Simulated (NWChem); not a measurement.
Molecule: C₃H₆ClF; SMILES CC(C)(F)Cl

```xyz
11

C      0.6490     0.8368     1.2826
C     -0.0053     0.3570     0.0000
C      0.6490     0.8368    -1.2826
F     -1.3186     0.7692     0.0000
Cl    -0.0339    -1.4841     0.0000
H      0.0978     0.4613     2.1480
H      1.6857     0.4970     1.3433
H      0.6305     1.9325     1.3001
H      0.0978     0.4613    -2.1480
H      1.6857     0.4970    -1.3433
H      0.6305     1.9325    -1.3001
```
Atoms are numbered in this order, from 1.

Results from NWChem. Pople sets run with spherical d functions. Structure relaxed at the B3LYP/6-31G* (spherical d) level. Core excitations by TDA in a window of 1s orbitals, non-relativistic and unshifted: absolute energies depend strongly on the exact-exchange share.

Q: Estimate the computed values for F K edge, PBE0/6-311G**. Quantities: first 1s excitation (eV); dipole oscillator strength of the first; first state with f > 0.002 (eV); dipole oscillator strength of that state.

A: 
```
Property                                  Result
----------------------------------------  ------
first 1s excitation (eV)                   672.5
dipole oscillator strength of the first   0.0044
first state with f > 0.002 (eV)            672.5
dipole oscillator strength of that state  0.0044
```
